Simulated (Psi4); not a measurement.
C₄H₅, doublet (typed; the unrestricted solution is spin-contaminated), at a GFN2-xTB geometry; MP2/6-31G* (Psi4 1.11).

Input for Psi4:
```
memory 2 GB

molecule {
0 2
C     0.60085967    1.81351297    0.01556469
C     0.61610420    0.51445077    0.00328056
C    -0.56525911   -0.35580246   -0.00191456
C    -0.48769899   -1.67890196   -0.01458395
H    -0.11254112    2.60487760    0.02484085
H     1.56076214   -0.02055891   -0.00416798
H    -1.52208225    0.14758648    0.00526689
H     0.45913300   -2.19376719   -0.02184815
H    -1.36930637   -2.29769393   -0.01817201
}

set {
  basis 6-31g*
  reference uhf
  freeze_core true
  mp2_type conv
  scf_type pk
  puream true
  d_convergence 1e-8
}

energy('mp2')
print_variables()
```

The log (banner, timings and long lists left out):

```
   => Loading Basis Set <=

    Name: 6-31G*
    Role: ORBITAL
    Keyword: BASIS

         ---------------------------------------------------------
                                   SCF
               by Justin Turney, Rob Parrish, Andy Simmonett
                          and Daniel G. A. Smith
                              UHF Reference
         ---------------------------------------------------------

  ==> Geometry <==

    Molecular point group: c1
    Full point group: C1

    Geometry (in Angstrom), charge = 0, multiplicity = 2:

       Center              X                  Y                   Z               Mass
    ------------   -----------------  -----------------  -----------------  -----------------
         C            0.582451852477     1.780597885095     0.015301293868    12.000000000000
         C            0.597696382477     0.481535685095     0.003017163868    12.000000000000
         C           -0.583666927523    -0.388717544905    -0.002177956132    12.000000000000
         C           -0.506106807523    -1.711817044905    -0.014847346132    12.000000000000
         H           -0.130948937523     2.571962515095     0.024577453868     1.007825032230
         H            1.542354322477    -0.053473994905    -0.004431376132     1.007825032230
         H           -1.540490067523     0.114671395095     0.005003493868     1.007825032230
         H            0.440725182477    -2.226682274905    -0.022111546132     1.007825032230
         H           -1.387714187523    -2.330609014905    -0.018435406132     1.007825032230

  Running in c1 symmetry.

  Rotational constants: A =      1.50283  B =      0.15872  C =      0.14356 [cm^-1]
  Rotational constants: A =  45053.57502  B =   4758.19249  C =   4303.67347 [MHz]
  Nuclear repulsion =   97.433228447337427

  Charge       = 0
  Multiplicity = 2
  Electrons    = 29
  Nalpha       = 15
  Nbeta        = 14

  ==> Algorithm <==

  SCF Algorithm Type is PK.
  DIIS enabled.
  MOM disabled.
  Fractional occupation disabled.
  Guess Type is SAD.
  Energy threshold   = 1.00e-08
  Density threshold  = 1.00e-08
  Integral threshold = 1.00e-12

  ==> Primary Basis <==

  Basis Set: 6-31G*
    Blend: 6-31G*
    Number of shells: 34
    Number of basis functions: 66
    Number of Cartesian functions: 70
    Spherical Harmonics?: true
    Max angular momentum: 2

  ==> Integral Setup <==

  Using in-core PK algorithm.
   Calculation information:
      Number of atoms:                   9
      Number of AO shells:              34
      Number of primitives:             80
      Number of atomic orbitals:        70
      Number of basis functions:        66

      Integral cutoff                 1.00e-12
      Number of threads:                 1

  Performing in-core PK
  Using 4890732 doubles for integral storage.
  We computed 169349 shell quartets total.
  Whereas there are 177310 unique shell quartets.

  ==> DiskJK: Disk-Based J/K Matrices <==

    J tasked:                  Yes
    K tasked:                  Yes
    wK tasked:                  No
    Schwarz Cutoff:          1E-12

  Minimum eigenvalue in the overlap matrix is 4.0579199170E-03.
  Reciprocal condition number of the overlap matrix is 8.4325147918E-04.
    Using symmetric orthogonalization.

  ==> Pre-Iterations <==

  SCF Guess: Superposition of Atomic Densities via on-the-fly atomic UHF (no occupation information).

   -------------------------
    Irrep   Nso     Nmo
   -------------------------
     A         66      66
   -------------------------
    Total      66      66
   -------------------------

  ==> Iterations <==

                        Total Energy        Delta E     RMS |[F,P]|

   @UHF iter SAD:  -153.26127878733772   -1.53261e+02   0.00000e+00
   @UHF iter   1:  -154.18478438372387   -9.23506e-01   4.79864e-03 ADIIS/DIIS
   @UHF iter   2:  -154.25730946719372   -7.25251e-02   1.76010e-03 ADIIS/DIIS
   @UHF iter   3:  -154.26715442216005   -9.84495e-03   6.57110e-04 ADIIS/DIIS
[...]
  @UHF Final Energy:  -154.27978679722131
    Total Energy =                       -154.2797867972213055
  DIE_IF_NOT_CONVERGED          => (empty)
[...]
  ORTH_TYPE                     => (empty)
  OS_SCALE                      => (empty)
  PARENT_SYMMETRY               => (empty)
  PCG_BETA_TYPE                 => (empty)
  PCG_CONVERGENCE               => (empty)
  PCG_MAXITER                   => (empty)
  PCM                           => (empty)
  PE                            => (empty)
  PRINT                         => (empty)
  PRINT_NOONS                   => (empty)
  PROPERTIES                    => (empty)
  PROPERTIES_ORIGIN             => (empty)
  PUREAM                        => TRUE            !
  QC_MODULE                     => (empty)
  RAS1                          => (empty)
  RAS2                          => (empty)
  RAS3                          => (empty)
  RAS4                          => (empty)
  RELATIVISTIC                  => (empty)
  RELAXED                       => (empty)
  REMP_A                        => (empty)
  RESTRICTED_DOCC               => (empty)
  RESTRICTED_UOCC               => (empty)
  RMS_MOGRAD_CONVERGENCE        => (empty)
  R_CONVERGENCE                 => (empty)
  SCF_TYPE                      => PK              !
  SCREENING                     => (empty)
  SCS_TYPE                      => (empty)
  SOCC                          => (empty)
  SOS_TYPE                      => (empty)
  SPIN_SCALE_TYPE               => NONE            !
  SS_SCALE                      => (empty)
  SYMMETRIZE                    => (empty)
  TPDM_ABCD_TYPE                => (empty)
  WFN                           => (empty)
  WFN_TYPE                      => OMP2            !
  WRITER_FILE_LABEL             => (empty)
  ZORA_BASIS_TOLERANCE          => (empty)
  ZORA_NR_DEBUG                 => (empty)
  ZORA_PRUNING_SCHEME           => (empty)
  ZORA_RADIAL_POINTS            => (empty)
  ZORA_SPHERICAL_POINTS         => (empty)

 ==============================================================================
 ==============================================================================
 ==============================================================================

                             MP2
                    Program Written by Ugur Bozkaya,
              Additional Contributions by J. P. Misiewicz

 ==============================================================================
 ==============================================================================
 ==============================================================================

	MO spaces per irreps...

	IRREP   FC   AOCC  BOCC  AVIR    BVIR  FV
	==========================================
	   A     4    11    10    51     52     0
	==========================================

	Computing MP2 energy using SCF MOs (Canonical MP2)...
	==============================================================================
	Nuclear Repulsion Energy (a.u.)    :    97.43322844733743
	SCF Energy (a.u.)                  :  -154.27978679722131
	REF Energy (a.u.)                  :  -154.27978679722131
	Alpha-Alpha Contribution (a.u.)    :    -0.05927616545133
	Alpha-Beta Contribution (a.u.)     :    -0.32945041118768
	Beta-Beta Contribution (a.u.)      :    -0.05146181751193
	Scaled_SS Correlation Energy (a.u.):    -0.03691266098775
	Scaled_OS Correlation Energy (a.u.):    -0.39534049342522
	SCS-MP2 Total Energy (a.u.)        :  -154.71203995163427
	SOS-MP2 Total Energy (a.u.)        :  -154.67512729064651
	SCSN-MP2 Total Energy (a.u.)       :  -154.47468564723664
	SCS-MP2-VDW Total Energy (a.u.)    :  -154.75685231502317
	SOS-PI-MP2 Total Energy (a.u.)     :  -154.74101737288407
	MP2 Correlation Energy (a.u.)      :    -0.44018839415094
	MP2 Total Energy (a.u.)            :  -154.71997519137224
	==============================================================================

  Variable Map:
  ----------------------------------------------------------------------------
[...]
  Array Variable Map:
  ----------------------------------------------------------------------------
[...]
[...]
```
